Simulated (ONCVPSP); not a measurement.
## Logarithmic derivatives: bromine (Br), ONCV

bromine, optimised norm-conserving Vanderbilt (ONCV), made with ONCVPSP 4.0.1 (PBE, scalar-relativistic). Core [Ar], reference 3d10 4s2 4p4.75 (charge +0.25). Waves: 4s: rc 1.40 bohr, ncon 4, nbas 8, qcut 3.8 1/bohr, 2 projectors, debl 1.8 Ha; 4p: rc 1.75 bohr, ncon 4, nbas 7, qcut 4.2 1/bohr, 2 projectors, debl 2.4 Ha; 3d: rc 1.05 bohr, ncon 3, nbas 8, qcut 18.2 1/bohr, 2 projectors, debl 2.8 Ha. Local part: polynomial inside 0.85 bohr (lpopt 5, dvloc0 3 Ha). Core correction: Teter function, fcfact 4.25, rcfact 1.75.

The phase is arctan(r·R′/R) of the radial function R(r), unwrapped; energies in Ha, scanned from -4 to 5 Ha. A pole is an energy at which the radial function vanishes at the test radius. The pseudo phase is shifted by a multiple of π to meet the all-electron one at the reference energy, and phase errors are pseudo minus all-electron; the curves can meet again beyond the range given. Levels narrower than the energy grid can be missing from the lists of poles.

| channel | radius (bohr) | reference energy (Ha) | poles, all-electron | poles, pseudo | unbroken range about the reference energy with phases within 0.05 rad | phase error 1 Ha above the reference energy (rad) |
| --- | --- | --- | --- | --- | --- | --- |
| s | 1.42 | -0.83 | 3.22 | 3.23 | the whole range | -0.006 |
| p | 1.78 | -0.37 | 1.66 | 1.66 | below 4.2 | -0.000 |
| d | 1.07 | -2.55 | -1.81 | -1.81 | the whole range | +0.000 |

Note: no bound ghost flagged; GHOST(+) flagged for s at 5.2 eV, p at 171.5 eV.

Phases in the s channel:

```tsv
E (Ha)	all-electron	pseudo
-3.98	1.089	1.084
-3.50	1.007	1.003
-3.02	0.886	0.881
-2.54	0.694	0.690
-2.06	0.377	0.374
-1.58	-0.096	-0.097
-1.10	-0.584	-0.584
-0.62	-0.924	-0.924
-0.14	-1.132	-1.132
0.34	-1.263	-1.263
0.82	-1.352	-1.352
1.30	-1.416	-1.416
1.78	-1.466	-1.466
2.26	-1.506	-1.506
2.74	-1.540	-1.540
3.22	-1.571	-1.570
3.70	-1.599	-1.598
4.18	-1.626	-1.625
4.66	-1.653	-1.653
```
